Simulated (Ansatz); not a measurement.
C2H7BGaN, SMILES `CB/N=[CH]\[GaH2]`, 12 atoms. Total charge 0; spin multiplicity 1. Correlated methods include outer-core shells of Ga, which these sets cover unevenly. Scalar relativity is left out up to krypton. All runs use 4 threads of a server CPU on a shared host. Correlated methods freeze the cores.

(1) How many basis functions does each run have, and how long does it take in Ansatz? direct RPA on PBE orbitals/def2-TZVPP energy; RKS PBE0-D4/def2-TZVP relaxation (30 steps); RHF-MP2/def2-QZVPP energy; RHF-CCSD(T)/def2-SVP energy; RHF-CCSD(T)/def2-TZVPP energy; RKS PBE0-D4/def2-TZVPP energy; RKS B2PLYP (frozen core)/def2-TZVPP energy; RKS revPBE-D4/def2-TZVPP energy; RKS ωB97M-V/def2-SVP energy; RKS PBE0-D4/def2-SVP energy; RKS PBE0-D4/def2-TZVP frequencies; RKS ωB97M-V/def2-QZVPP energy. (Estimate.)

## Answers

(1) Ansatz gave: Other jobs shared the machine, so times are rough.

```csv
level,job,functions,wall time,peak host memory (GiB)
RKS PBE0-D4/def2-SVP,energy,123,1.4 s,0.32
RKS revPBE-D4/def2-TZVPP,energy,270,2.5 s,0.37
RKS PBE0-D4/def2-TZVPP,energy,270,3.8 s,0.75
RKS ωB97M-V/def2-SVP,energy,123,6.5 s,0.43
RKS B2PLYP (frozen core)/def2-TZVPP,energy,270,7.5 s,0.77
direct RPA on PBE orbitals/def2-TZVPP,energy,270,7.5 s,0.77
RHF-CCSD(T)/def2-SVP,energy,123,12 s,0.73
RKS ωB97M-V/def2-QZVPP,energy,527,27 s,2.6
RHF-MP2/def2-QZVPP,energy,527,35 s,3.8
RKS PBE0-D4/def2-TZVP,relaxation (30 steps),214,2.2 min,0.63
RKS PBE0-D4/def2-TZVP,frequencies,214,3.8 min,0.64
RHF-CCSD(T)/def2-TZVPP,energy,270,5.2 min,7.2
```
